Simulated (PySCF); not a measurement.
**Spinor energies of Hf(68+) (hafnium, charge +68)**

Start: [He] 2s2. Calculated with PySCF 2.14 in an even-tempered Gaussian basis (16 s from 54 bohr⁻², ratio 2.4; 13 p from 70 bohr⁻², ratio 2.4; 5 d from 220 bohr⁻², ratio 2.6; 4 f from 330 bohr⁻², ratio 2.6): generalised Hartree-Fock with the X2C-1e Hamiltonian and a Gaussian nucleus; one run each with spin-orbit coupling (SO) switched off, then screened by Boettger's factors.

| spinor shell | electrons | ε, spin-free (eV) | ε, screened SO (eV) | weight of nominal j (screened SO) | rms radius, screened SO (bohr) |
| --- | --- | --- | --- | --- | --- |
| 1s1/2 | 2 | -73868.7 | -73868.7 | 1.000 | 0.0214 |
| 2s1/2 | 2 | -18201.3 | -18201.3 | 1.000 | 0.0830 |

```json
{"quantity": "E (hartree)", "spin-free": "-6896.56943", "screened SO": "-6896.56943"}
{"quantity": "M_J", "spin-free": "0", "screened SO": "0"}
{"quantity": "⟨J²⟩", "spin-free": "0.000", "screened SO": "0.000"}
{"quantity": "⟨L²⟩", "spin-free": "0.000", "screened SO": "0.000"}
{"quantity": "⟨S²⟩", "spin-free": "0.000", "screened SO": "0.000"}
```

Breit and QED terms are absent; they matter most for the inner s and p1/2 levels.

Densities and radii are taken from the X2C orbitals without a picture-change correction, which distorts them close to the nucleus.

Without spin-orbit coupling the j labels of p, d and f shells carry no meaning; the spin-free column gives the mean over the occupied spinors of each nl shell.
